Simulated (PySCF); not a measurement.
## Assignment exercise: C5H8OSi

Numbering as in the mapped SMILES `[CH3:1][C:2]#[C:3]/[CH:4]=[CH:5]\[O:6][SiH3:7]` (H(Xn): hydrogen on atom n).

Calculated, not measured (PySCF): GIAO PBE0/pcSseg-1 shieldings, coordinates at the GFN2-xTB level. No relativistic terms, fast rotation and ring inversion assumed for equivalent nuclei, one computed conformer, no solvent model.

Scale: $^{13}$C, $^{1}$H vs TMS (reference shieldings calculated alike).

**Question.** Assign these signals to the numbered atoms. $^{13}$C{$^{1}$H} NMR (computed): δ 158.0, 98.7, 93.5, 80.5, 6.0.

**Answer.** 
| δ (ppm) | atoms | environment | reason |
| --- | --- | --- | --- |
| 158.0 | C5 | alkene carbon bearing oxygen | an sp2 carbon further deshielded by the attached heteroatom |
| 98.7 | C2 | alkyne carbon | sp carbons lie upfield of alkene carbons because the cylindrical π system leaves one tensor component strongly shielded |
| 93.5 | C4 | β carbon of an enol-ether or enamine type C=C | the O or N lone pair pushes π density onto this β carbon and shields it |
| 80.5 | C3 | alkyne carbon | the triple bond shields along its axis, which puts it between sp3 and sp2 carbons |
| 6.0 | C1 | propargylic methyl carbon | a saturated carbon with 1 carbon neighbour and no heteroatom attached |

**Question.** Assign these signals to the numbered atoms. $^{1}$H NMR (500 MHz, computed): δ 6.36 (d, 1H), 5.34 (s, 3H), 4.84 (d, 1H), 2.16 (s, 3H).

**Answer.** 
```tsv
δ (ppm)	atoms	environment	reason
6.36	H(C5)	hydrogen on an alkene carbon bearing oxygen	olefinic region
5.34	H(Si7)	hydrogen on a silicon bonded to O	–
4.84	H(C4)	hydrogen on a β carbon of an enol-ether or enamine type C=C	lone-pair donation from O or N shields it, upfield of ordinary alkene protons
2.16	H(C1)	hydrogen on a propargylic methyl carbon	–
```

Shifts are as computed. Against solution values, carbons near 30 ppm lie about +3 ppm off and those near 130 ppm about +5 ppm (rms about the fit 2.1 ppm; single classes can miss by 10 ppm). Of 1328 compounds with measured shifts, 309 miss one by over three times the rms of a fit or turn the order of signals round; such compounds aren't used in these exercises. Signals without a measured value on file couldn't be tested in this way; 1H shifts scatter by 0.2 ppm about their fit, and single ones miss by 0.5 ppm. No couplings were computed; multiplicities are counted from neighbouring protons, with m where these are inequivalent, close in shift, in a saturated or five-membered ring or joined by F or P, and br s for small geminal =CH2 splittings.
